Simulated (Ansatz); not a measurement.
1-aminosilyl-2-silylethyne (C2H7NSi2), SMILES N[SiH2]C#C[SiH3].

Coordinates come from a ωB97X-D3(BJ)/def2-SVP optimisation. The values are those of a single conformer.

Two levels are set side by side: PBE/def2-SVPD (Ansatz, a quantum-chemistry and plane-wave program) and CAM-B3LYP/def2-SVPD (Ansatz). Energy differences of separate SCF runs at the same geometry; the states with an electron removed or added have multiplicity 2 and 2. Differences are taken from unrounded values.

| quantity | CAM-B3LYP |
|---|---|
| vertical ionisation energy (eV) | 9.84 |
| vertical singlet–triplet gap (eV) | 4.78 |

**Question.** What does PBE give, and how far is it from CAM-B3LYP? (An estimate is asked for; the answer gives what the named calculation found.)

**Answer.** 
```
quantity                            PBE  PBE minus CAM-B3LYP
---------------------------------  ----  -------------------
vertical ionisation energy (eV)    9.18                -0.67
vertical singlet–triplet gap (eV)  4.56                -0.22
```
